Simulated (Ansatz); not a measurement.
`C[Si](F)(S)Br` + H₂ → `C[SiH](F)S` + HBr at 298.15 K and 1 bar (hydrogenolysis of the Si–Br bond).

Gas-phase electronic energies from Ansatz, PBE0-D4/def2-TZVP geometries. CCSD(T)/CBS adds triple-zeta CCSD(T) − MP2 to the extrapolated MP2 energy (def2 sets, frozen cores). This one scheme is used for every species. For Br outer-core shells are correlated without core-valence functions, which leaves a few kJ/mol of doubt a bond. Scalar relativity is left out up to krypton. Each species was taken in one conformer, which may not be the lowest.

```json
{"species": "`C[Si](F)(S)Br`", "CCSD(T)/CBS energy (Eh)": "-3400.59521", "H − E (kJ/mol)": "157.5", "S (J/(mol·K))": "372.2"}
{"species": "H₂", "CCSD(T)/CBS energy (Eh)": "-1.17544", "H − E (kJ/mol)": "35.1", "S (J/(mol·K))": "130.4"}
{"species": "`C[SiH](F)S`", "CCSD(T)/CBS energy (Eh)": "-827.81979", "H − E (kJ/mol)": "172.3", "S (J/(mol·K))": "329.6"}
{"species": "HBr", "CCSD(T)/CBS energy (Eh)": "-2573.91920", "H − E (kJ/mol)": "24.6", "S (J/(mol·K))": "198.6"}
```

H − E and S are ideal-gas, rigid-rotor, harmonic terms from PBE0-D4/def2-TZVP, for one conformer and one mirror image of each species. For small species the MP2-based limit differs from directly extrapolated CCSD(T) by up to some mEh (0.8 for H₂); such offsets cancel only in part. 1 Eh = 2625.50 kJ/mol, R = 8.31446 J/(mol·K).

Q: By hand: ΔE, ΔH, ΔS and ΔG.

A: ΔE = (-827.81979) + (-2573.91920) − (-3400.59521) − (-1.17544) = 0.03166 Eh = 83.1 kJ/mol. Δ(H − E) = 172.3 + 24.6 − 157.5 − 35.1 = 4.3, so ΔH = 87.4 kJ/mol. ΔS = 329.6 + 198.6 − 372.2 − 130.4 = 25.6 J/(mol·K). ΔG = 87.4 − 298.15 × (25.6)/1000 = 79.8 kJ/mol.

Q: By hand: the equilibrium constant, and the temperature at which ΔG would vanish if ΔH and ΔS stayed fixed.

A: log₁₀ K = −ΔG/(RT ln 10) = -14.0. ΔG = 0 at ΔH/ΔS = 3414 K, far beyond where these terms or the molecules hold.

ΔH outweighs TΔS. A doubt of 5 kJ/mol in ΔE shifts log₁₀ K by 0.9 here. Other conformers and mirror images would add mixing entropy, several J/(mol·K) or more a flexible species. These are equilibria of isolated gas molecules and say nothing of rates. Largest T1 diagnostic: 0.011 (customary marks: 0.02 for closed shells, 0.045 for open ones).
